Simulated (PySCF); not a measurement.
Mg(I)(NH2) (H2IMgN), SMILES [NH2][Mg][I].

Geometry: PBE0-D3(BJ)/def2-TZVP. The def2 effective core potentials stand for the cores of I; spin–orbit coupling is left out. The values are those of a single conformer.

Method: TDA-ωB97X/def2-SVPD in PySCF.

Vertical excitations.  State labels are in the subgroup C2v.

Estimate the UV-visible absorptions. (An estimate is asked for; the answer gives what the named calculation found.)


| state | symmetry | energy (eV) | λ (nm) | f | main pairs |
|---|---|---|---|---|---|
| S1 | B1 | 4.55 | 272 | 0.044 | HOMO→LUMO 91 % |
| S2 | B2 | 5.44 | 228 | 0.071 | HOMO−1→LUMO 92 % |
| S3 | B1 | 5.46 | 227 | 0.093 | HOMO−2→LUMO 91 % |
| S4 | A2 | 5.57 | 223 | 0.000 | HOMO→LUMO+1 81 %, HOMO→LUMO+5 13 % |
| S5 | A2 | 6.42 | 193 | 0.000 | HOMO−2→LUMO+1 77 %, HOMO−2→LUMO+5 16 % |
| S6 | A1 | 6.44 | 193 | 0.001 | HOMO→LUMO+2 57 %, HOMO−3→LUMO 26 % |
| S7 | A1 | 6.49 | 191 | 0.004 | HOMO−1→LUMO+1 59 %, HOMO−1→LUMO+5 11 % |
| S8 | B1 | 6.69 | 185 | 0.024 | HOMO→LUMO+3 56 %, HOMO→LUMO+4 20 %, HOMO→LUMO+9 9 % |
| S9 | A2 | 6.71 | 185 | 0.000 | HOMO−1→LUMO+2 72 %, HOMO−1→LUMO+6 21 % |
| S10 | A1 | 6.77 | 183 | 0.147 | HOMO−2→LUMO+2 37 %, HOMO−3→LUMO 29 %, HOMO→LUMO+2 15 %, HOMO−2→LUMO+6 8 % |
| T1 | B1 | 4.38 | 283 | 0 | HOMO→LUMO 89 % |
| T2 | B2 | 5.29 | 235 | 0 | HOMO−1→LUMO 90 % |
| T3 | B1 | 5.29 | 234 | 0 | HOMO−2→LUMO 88 % |
| T4 | A2 | 5.66 | 219 | 0 | HOMO→LUMO+1 84 % |
Triplets are in the Tamm–Dancoff approximation.
